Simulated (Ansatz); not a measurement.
`CC(N)=S` and `NC(=S)[SeH]` differ in one atom or group.

Ansatz, PBE0-D4/def2-TZVP geometries, multiplicity 1. Each molecule was computed in one conformer, which needn't be the lowest.

Scalar relativity is left out up to krypton.

```csv
property,`CC(N)=S`
"ideal-gas entropy at 298 K and 1 bar (rigid rotor, harmonic PBE0-D4/def2-TZVP) / J/(mol·K)",311
HOMO–LUMO gap (B3LYP/def2-TZVPP) / eV,4.76
LUMO energy (B3LYP/def2-TZVPP) / eV,-1.02
LUMO energy (ωB97M-V/def2-TZVPP) / eV,1.32
size of the dipole moment (PBE/def2-TZVPP) / D,4.38
HOMO energy (ωB97M-V/def2-TZVPP) / eV,-8.23
```

What does the change do to each property? (Best estimate.)

The calculation gave: 
```json
{"property": "ideal-gas entropy at 298 K and 1 bar (rigid rotor, harmonic PBE0-D4/def2-TZVP) / J/(mol·K)", "`NC(=S)[SeH]`": "321", "shift": "10"}
{"property": "HOMO–LUMO gap (B3LYP/def2-TZVPP) / eV", "`NC(=S)[SeH]`": "4.88", "shift": "0.12"}
{"property": "LUMO energy (B3LYP/def2-TZVPP) / eV", "`NC(=S)[SeH]`": "-1.25", "shift": "-0.23"}
{"property": "LUMO energy (ωB97M-V/def2-TZVPP) / eV", "`NC(=S)[SeH]`": "1.04", "shift": "-0.28"}
{"property": "size of the dipole moment (PBE/def2-TZVPP) / D", "`NC(=S)[SeH]`": "3.22", "shift": "-1.16"}
{"property": "HOMO energy (ωB97M-V/def2-TZVPP) / eV", "`NC(=S)[SeH]`": "-8.49", "shift": "-0.26"}
```

With PBE0 the HOMO falls by 0.35 eV and the LUMO falls by 0.26 eV, so the gap widens by about 0.09 eV. PBE moves the HOMO by -0.40 eV and ωB97M-V by -0.26 eV. The zero-point energy changes by -78.2 kJ/mol with -6 modes. Dipoles are sizes alone; their direction can turn. Modes under 60 cm⁻¹, often nearly free rotors, make the harmonic entropy too high.

B3LYP here is the variant with VWN-RPA as its local correlation; programs differ in this.

Spin–orbit coupling is left out; it splits and shifts lone-pair levels of the heavy atoms by tenths of an eV.
